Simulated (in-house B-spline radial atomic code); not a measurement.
Checks on a self-consistent run for neutral chlorine, [Ne] 3s2 3p4 4s1. Method: Dirac-Hartree-Fock, average of configuration, Fermi nucleus of rms radius 3.3654 fm. Calculated with a radial B-spline atomic code at the basis-set limit.

```json
{"orbital": "1s1/2", "q": "2", "ε (Eh)": "-105.57392", "<1/r>": "16.6854", "<r²>": "0.0111027", "small-component weight": "0.0036655"}
{"orbital": "2s1/2", "q": "2", "ε (Eh)": "-10.95169", "<1/r>": "3.34383", "<r²>": "0.228756", "small-component weight": "0.00058414"}
{"orbital": "2p1/2", "q": "2", "ε (Eh)": "-8.39018", "<1/r>": "3.22662", "<r²>": "0.202248", "small-component weight": "0.00055257"}
{"orbital": "2p3/2", "q": "4", "ε (Eh)": "-8.32549", "<1/r>": "3.20296", "<r²>": "0.204333", "small-component weight": "0.00054886"}
{"orbital": "3s1/2", "q": "2", "ε (Eh)": "-1.28608", "<1/r>": "0.907019", "<r²>": "2.59997", "small-component weight": "8.9086e-05"}
{"orbital": "3p1/2", "q": "1.3333", "ε (Eh)": "-0.73276", "<1/r>": "0.782079", "<r²>": "3.47665", "small-component weight": "7.0295e-05"}
{"orbital": "3p3/2", "q": "2.6667", "ε (Eh)": "-0.72726", "<1/r>": "0.778228", "<r²>": "3.50541", "small-component weight": "6.9834e-05"}
{"orbital": "4s1/2", "q": "1", "ε (Eh)": "-0.13410", "<1/r>": "0.215025", "<r²>": "38.0398", "small-component weight": "6.0388e-06"}
```

Electron-electron repulsion V_ee = 171.8511 hartree.

Question: What total energy follows from the eigenvalues?

Answer: The eigenvalues count the repulsion twice, so E = Σqε - V_ee = -288.756 - 171.851 = -460.607 hartree; the run printed -460.607.

Question: Does the Dirac virial theorem hold?

Answer: For a point nucleus E = -2c²Σq·w, with w the small-component weight. Here Σq·w = 0.012264 and c = 137.0360, so the ratio E/(-2c²Σq·w) is 1.000002.

Question: What diamagnetic shielding (Lamb formula) and susceptibility (Langevin formula) do the radii give?

Answer: σ = (α²/3)Σq<1/r> = 64.4707/(3·137.036²) = 1144.4 ppm, and χ = -0.79199×10⁻⁶·Σq<r²> = -46.67×10⁻⁶ cm³/mol with Σq<r²> = 58.925 bohr². Both are non-relativistic formulas without the paramagnetism of open shells.
